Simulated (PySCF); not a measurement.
An unknown shows these calculated signals:

1H NMR (400 MHz, computed): δ 4.77 (s, 6H), 3.49 (s, 3H), 0.82 (s, 3H).

13C{1H} NMR (computed): δ 128.4 (C), 3.0 (CH3).

[PySCF: PBE0/pcSseg-1 with gauge-including orbitals; GFN2-xTB structure; averaged over atoms made equivalent by symmetry, fast rotation or ring inversion; one conformer; no relativistic terms; isolated molecule]

Chemical shifts δ = σref − σ; TMS for 1H (31.72 ppm), 13C (186.93 ppm), all at this level.

Which of these does the molecule contain: a Si–H bond, a Si–CH3 group, a CH3CH2 unit, a carboxylic acid, a nitrile, an amide?

Answers


- A Si–H bond: yes (δH 3.49 (s)).
- A Si–CH3 group: yes (δC 3.0; δH 0.82 (s)).
- A CH3CH2 unit: no.
- A carboxylic acid: no.
- A nitrile: yes (δC 128.4).
- An amide: no.

The data belong to `InChI=1S/C2H12N2Si4/c1-8(7,2-3)4(5)6/h1,5-7H3/t8-/m0/s1`; they needn't prove each group on their own.

Carbon signals by region: 1 in the sp2 and nitrile region (100–160 ppm), 1 below 50 ppm.

Shifts are as computed. Against solution values, carbons near 30 ppm lie about +3 ppm off and those near 130 ppm about +5 ppm. Of 1309 compounds with measured shifts, 239 miss one by over three times the rms of a fit or turn the order of signals round; such compounds aren't used in these exercises. No couplings were computed; multiplicities are counted from neighbouring protons, with m where these are inequivalent, close in shift, in a saturated or five-membered ring or joined by F or P, and br s for small geminal =CH2 splittings.
